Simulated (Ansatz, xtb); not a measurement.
# C6H6ClNSi: 3 structures ranked

3 gas-phase structures of C6H6ClNSi, from a drawn sample of its isomers (lower ones may exist). Each was relaxed with GFN2-xTB; where two conformers were screened, the lower at r2SCAN-D4/def2-SVP is listed:

A. `N#C[C@H]1C=C[Si@@H](Cl)C=C1`, a singlet
B. `C#C[Si@H](Cl)n1cccc1`, a singlet
C. `C#Cc1cccn1[SiH2]Cl`, a singlet

**Question.** Estimate their order in r2SCAN-D4/def2-SVP energy at these geometries, lowest first.

**Answer.** Calculated order at r2SCAN-D4/def2-SVP: B (0.0), A (3.4), C (4.5) kcal/mol.

Energies above the lowest of each column, in kcal/mol; the last columns are at PBE0-D3(BJ)/def2-SVP geometries:

| structure | GFN2-xTB | HF/STO-3G | r2SCAN-D4/def2-SVP | PBE0-D3(BJ)/def2-SVP | CCSD(T)/def2-SVP + ΔMP2/def2-TZVPP |
| --- | --- | --- | --- | --- | --- |
| B | 12.7 | 10.7 | 0.0 | 0.0 | 0.0 |
| A | 39.1 | 0.0 | 3.4 | 1.5 | 0.9 |
| C | 0.0 | 18.0 | 4.5 | 4.4 | 9.4 |

CCSD(T)/def2-SVP + ΔMP2/def2-TZVPP puts B lowest, with A within 1 kcal/mol; GFN2-xTB picks C. Flexible structures stand in one conformer each, not always the lowest. The ΔMP2 step shifts differences by up to 3.9 kcal/mol, which makes them less sure. ΔMP2 is the change of the MP2 energy from the smaller to the larger basis.

Programs: Ansatz 0.2.0, xtb 6.7.1.
